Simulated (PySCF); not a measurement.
## Spin-rotation constants: `[CH3][Cu]<-[AsH3]`, CH6AsCu

Cartesian coordinates in Å; atom numbers follow the order of the lines, from 1:
```xyz
9

Cu   -0.014   -0.026   -0.297
As   -0.022   -0.048    2.064
H     1.222   -0.144    2.864
H    -0.728   -1.038    2.913
H    -0.525    1.098    2.860
C     0.012    0.030   -2.272
H    -0.983    0.044   -2.725
H     0.519   -0.825   -2.729
H     0.520    0.909   -2.678
```

Computed with GIAO HSE06/def2-SVP (def2-TZVP on Cu) magnetisability, rotational g tensor and spin-rotation constants, non-relativistic, gas phase in PySCF 2.14.0. Geometry: GFN2-xTB.

The calculation is non-relativistic, which matters for the atoms heavier than Zn.

Problem. Give the nuclear spin-rotation constants along the inertial axes (H = +C I·J) beside the isotropic shieldings.

Solution. Rotational constants 65.7380, 1.3984, 1.3983 GHz. A star marks the isotopologue with that one atom substituted, in its own axes.
| atom | isotope | Caa (kHz) | Cbb (kHz) | Ccc (kHz) | mean (kHz) | σ (ppm) |
| --- | --- | --- | --- | --- | --- | --- |
| Cu1 | 63Cu | 11.843 | 3.753 | 3.753 | 6.450 | 1257.5 |
| As2 | 75As | 62.231 | 1.346 | 1.345 | 21.641 | 1959.4 |
| H3 | 1H | -4.822 | -0.086 | -0.086 | -1.665 | 28.8 |
| H4 | 1H | -4.355 | -0.091 | -0.091 | -1.512 | 28.8 |
| H5 | 1H | -4.893 | -0.086 | -0.086 | -1.688 | 28.8 |
| H7 | 1H | -5.880 | -0.086 | -0.086 | -2.017 | 32.2 |
| H8 | 1H | -5.877 | -0.086 | -0.086 | -2.016 | 32.2 |
| H9 | 1H | -6.019 | -0.084 | -0.084 | -2.062 | 32.2 |
| C6 | 13C* | 6.095 | 0.119 | 0.119 | 2.111 | 204.0 |

Where two moments of inertia are equal or nearly so, the constants along those axes are given as their average.
For the geometry as given, no vibrational averaging.
